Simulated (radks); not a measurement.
The numbers below are computed, except where a source is named.
All-electron atom: Be2+ in [He].

Level of theory: scalar-relativistic Kohn-Sham, Slater X-alpha with alpha = 0.667, spin-polarised, spherical densities, finite nucleus; Fermi nuclear charge, rms radius 2.519 fm (a radial shooting solver on a logarithmic mesh with Libxc functionals).

Energy parts (Ry):
| part | energy |
|---|---|
| total | -26.59581 |
| kinetic | 26.60587 |
| electron-nucleus | -58.31026 |
| Hartree | 8.96579 |
| exchange | -3.85722 |

Orbitals (lengths in bohr, moments of r in powers of bohr; <r^-3> diverges for s and p1/2; r(max) is where P^2 peaks; r(90%) holds 90 % of the orbital's charge):
| orbital | occ. | eigenvalue (Ry) | r(90%) | r(max) | <r^-3> |
|---|---|---|---|---|---|
| 1s | 2 | -9.45788 | 0.760 | 0.2680 | - |

The highest occupied level is 1s at -128.68 eV. The density falls to 0.001 e/bohr^3 at r = 1.48 bohr. The electron density at the nucleus is 33.98 e/bohr^3 (large components only). For comparison, the ionisation energy in NIST's Atomic Spectra Database is 153.90 eV (theoretical). In exact Kohn-Sham theory the highest level is minus the ionisation energy, but local and semilocal functionals leave it too shallow, through self-interaction and a potential that decays too fast; potentials with the right tail come closer.
